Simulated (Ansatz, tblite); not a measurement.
Removing and adding an electron: Li₈Sn. The state is a singlet with charge 0. Geometry: PBE0-D4/def2-SVP. Ansatz, gas phase; energy differences of separate SCF runs; the oxidised species was run as a doublet alone; the reduced species was run as a doublet alone.

Cartesian coordinates in Å:
```
Li 0.9322 3.4516 -2.8883
Li -0.3344 0.5215 -2.9663
Li -0.8257 -2.1044 4.0022
Li -1.9774 -0.8680 1.2465
Li -0.5358 1.9098 -0.4582
Li 0.7094 -0.1735 1.9065
Li 1.9815 0.8492 -1.2731
Li 0.1120 -2.8484 1.0414
Sn -0.0618 -0.7378 -0.6107
```

In the def2 sets Sn takes a core potential; there is no spin–orbit coupling. The xTB rows come from tblite. The structure comes from a short search, and lower isomers may exist.

```tsv
level	−HOMO (eV)	vertical IE (eV)	−LUMO (eV)	vertical EA (eV)	HOMO–LUMO gap (eV)	IE − EA (eV)	remarks
GFN1-xTB	9.73	11.36	9.10	7.59	0.63	3.77	–
GFN2-xTB	5.96	7.73	5.06	–	0.90	–	–
PBE-D4/def2-TZVP	2.92	4.39	1.90	–	1.02	–	restricted SCF unstable in HF (singlet)
PBE-D4/def2-TZVPD	2.92	–	1.92	0.72	1.00	–	HOMO above zero (-1 doublet), restricted SCF unstable in HF (singlet)
r2SCAN-D4/def2-TZVP	2.91	4.26	1.77	–	1.15	–	restricted SCF unstable in HF (singlet)
PBE0-D4/def2-TZVP	3.41	4.40	1.39	–	2.02	–	restricted SCF unstable in HF (singlet)
PBE0-D4/def2-TZVPD	3.40	–	1.41	0.62	1.99	–	HOMO above zero (-1 doublet), restricted SCF unstable in HF (singlet)
```

Run but left out: r2SCAN-D4/def2-TZVPD (charge -1 doublet: ⟨S²⟩ 1.18, where a pure state has 0.75).   A HOMO above zero means that the electron is unbound at that level or that self-interaction error raises the level; the energy of removing that electron tells which. Raw xTB energy differences between charge states are shifted by several eV; the methods need an empirical correction for them.
